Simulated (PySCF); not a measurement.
## Broadened absorption spectrum of [C4H7F4Si]+

Compound: C4H7F4Si (charge +1).
Numbering: `[CH3:1][Si+:2]([CH2:3][F:4])[CH2:5][C:6]([F:7])([F:8])[F:9]` (hydrogens: H10, H11, H12 on C1; H13, H14 on C3; H15, H16 on C5)

Computed with TDDFT PBE0/def2-SVPD, vertical, gas phase, core orbitals frozen in the response in PySCF 2.14.0, density-fitted response routines. The structure is a single GFN2-xTB conformer in the gas phase; no vibrational or solvent corrections. Torsions of this conformer, `[CH3:1][Si+:2]([CH2:3][F:4])[CH2:5][C:6]([F:7])([F:8])[F:9]`: C1–Si2–C3–F4 -162°, C1–Si2–C5–C6 -65°, Si2–C5–C6–F7 -58°.

Computed states:

```
state  E (eV)       f
   S1    4.38  0.0004
   S2    5.30  0.0047
   S3    5.49   0.028
   S4    6.01   0.018
   S5    6.57  0.0017
   S6    6.63  0.0024
```

Each state is given a Gaussian of 0.25 eV full width at half maximum, with ε(max) = 2.175×10⁸ f / Δν̃ (Δν̃ the width in cm⁻¹). The width is an assumption, not a result. The curve ends short of the highest state used, and states not computed would add to its high-energy end.

Task: What does the envelope look like, and where are its maxima?

Result: 
(E (eV), ε (L mol⁻¹ cm⁻¹)): (4.01, 0), (4.05, 0), (4.08, 1), (4.12, 2), (4.16, 5), (4.19, 9), (4.23, 17), (4.27, 27), (4.30, 35), (4.34, 44), (4.38, 47), (4.41, 46), (4.45, 39), (4.49, 29), (4.52, 21), (4.56, 12), (4.60, 6), (4.63, 3), (4.67, 1), (4.71, 0), (4.74, 0), (4.78, 0), (4.82, 0), (4.85, 0), (4.89, 0), (4.93, 1), (4.96, 3), (5.00, 10), (5.04, 28), (5.07, 54), (5.11, 114), (5.15, 214), (5.18, 320), (5.22, 508), (5.26, 762), (5.29, 1010), (5.33, 1442), (5.37, 1985), (5.40, 2424), (5.44, 2927), (5.48, 3165), (5.51, 3095), (5.55, 2676), (5.59, 2019), (5.62, 1493), (5.66, 889), (5.70, 477), (5.73, 306), (5.77, 242), (5.81, 347), (5.84, 529), (5.88, 887), (5.92, 1315), (5.95, 1614), (5.99, 1874), (6.03, 1888)

Maxima: 283 nm (4.38 eV), ε about 47, made up of S1 (100%); 226 nm (5.49 eV), ε about 3200, made up of S3 (97%); 206 nm (6.01 eV), ε about 1900, made up of S4 (100%) (ε in L mol⁻¹ cm⁻¹; maxima over ε = 5, shares over 10%).

Task: Coming from long wavelengths, where does ε first pass 100 L mol⁻¹ cm⁻¹?

Result: At about 243 nm (5.10 eV), 0.72 eV above S1.

Task: What would ε be at 5.49 eV, the highest of these maxima, with half the width (0.125 eV)?

Result: About 6140 L mol⁻¹ cm⁻¹ against 3170, a factor of about 1.9; a lone state at its own centre would give exactly 2.

Task: On this curve, what absorbance would a 10⁻⁵ mol/L sample give at 248 nm over a 1 cm path?

Result: 248 nm is 4.999 eV, where ε is about 10 L mol⁻¹ cm⁻¹, so A = ε c l ≈ 0.0001 (Beer–Lambert, with the gas-phase spectrum and the assumed width).

The run took 59 s of wall time on Arm Neoverse V1, one thread, no GPU, shared host, and the process peaked at 1.0 GiB of memory.
